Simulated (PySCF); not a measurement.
## GaN₂ at several levels of theory

All levels use the PBE0 minimum (quartet; Ga–N 1.807 Å (×2); N–Ga–N 180.0°), basis [Ga def2-TZVP, N def2-TZVP], no relativity, density fitting, no spin–orbit coupling, PySCF. For vertical energies the ionised species is a quintet (spins chosen at PBE0 and kept) and the electron-attached one a triplet. Atomisation goes to high-spin ground-configuration atoms, without zero-point energy. Open shells are unrestricted, also as the reference of the correlated levels. A dash marks a value that was not computed or is not defined at that level.

| level | atomisation (kJ/mol) | vertical IP (eV) | vertical EA (eV) | −ε(HOMO) (eV) | dipole (D) |
| --- | --- | --- | --- | --- | --- |
| PBE0 | 369 | 8.87 | 2.52 | 6.65 | 0.00 |
| HF | -32 | 7.08 | 1.07 | 7.49 | 0.00 |
| MP2 | 253 | 8.24 | 2.13 | – | – |
| PBE | 466 | 9.39 | 2.89 | 6.21 | 0.00 |
| CCSD(T) | ? | ? | ? | – | – |
| r2SCAN | 395 | 9.17 | 2.69 | 6.26 | 0.00 |
| B3LYP | 377 | 9.14 | 2.68 | 6.65 | 0.00 |
| TPSSh | 398 | 8.90 | 2.53 | 6.23 | 0.01 |
| MN15 | ? | ? | ? | ? | ? |
| M06-2X | 328 | 8.75 | 2.54 | 7.40 | 0.00 |

(1) Fill in the row of CCSD(T).

(2) Fill in the row of MN15.

## Answers

(1) atomisation (kJ/mol) 312, vertical IP (eV) 8.89, vertical EA (eV) 2.72.

(2) atomisation (kJ/mol) 359, vertical IP (eV) 9.00, vertical EA (eV) 2.71, −ε(HOMO) (eV) 7.34, dipole (D) 0.00.

For GaN₂ itself CCSD(T) correlates 23 electrons; T1 = 0.053, D1 = 0.291, (T) = -73 kJ/mol. T1 is large, so the single-reference value is itself in doubt.

Spin contamination in at least one species weakens the values at: HF, MP2, CCSD(T).

Without diffuse functions attachment energies tend to come out too low.
